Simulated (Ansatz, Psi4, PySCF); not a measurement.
Species: C$_{3}$H$_{7}$Si (charge 0, doublet). SMILES: [CH]=CC[SiH3]
Coordinates optimised at B3LYP-D3(BJ)/def2-TZVP (Ansatz, a first-principles code):
```xyz
11

C     -2.2158     0.6537    -0.0118
C     -1.2838    -0.1710     0.3831
C     -0.1482    -0.6977    -0.4482
Si     1.4894     0.1342     0.0035
H     -3.0762     1.1523     0.4030
H     -1.2921    -0.4972     1.4290
H     -0.0371    -1.7752    -0.2957
H     -0.3424    -0.5332    -1.5097
H      2.6051    -0.4948    -0.7453
H      1.4320     1.5766    -0.3256
H      1.7455    -0.0171     1.4564
```
Charge 0, spin multiplicity 2.

Property: size of the dipole moment, in D. Terms: LANL2DZ with its own core potentials from Na on; open shells spin-unrestricted; 6-311+G** with 5d, 6d on Na to Ar in Ansatz; spin-orbit terms left out; 6-31G* and kin with 6d, 5d where marked; non-relativistic; no dispersion term unless named. Ab initio and DFT rows: single points at B3LYP-D3(BJ) geometries (Ansatz).

```csv
level,program,size of the dipole moment (D)
PBE/3-21G,Ansatz,0.72
PBE/def2-SVP,Ansatz,0.73
PBE/6-311+G**,Ansatz,0.78
BLYP/6-31G*,Ansatz,0.78
B3LYP/STO-3G,Ansatz,0.37
B3LYP/LANL2DZ,Ansatz,0.83
B3LYP/6-31G*,Ansatz,0.75
B3LYP/def2-SVP,Ansatz,0.71
M06-2X/6-311+G**,PySCF,0.68
wB97X-D/6-31G*,Psi4,0.75
```

No value to compare with is used here. The 10 habitual levels span 0.37 (B3LYP/STO-3G) to 0.83 D (B3LYP/LANL2DZ).

The levels are drawn from those run, B3LYP/6-31G* more often than the rest, none by its result; left out are runs that failed, that the program found above a lower state of the same kind, or whose <S^2> lies over 0.5 above the pure value.
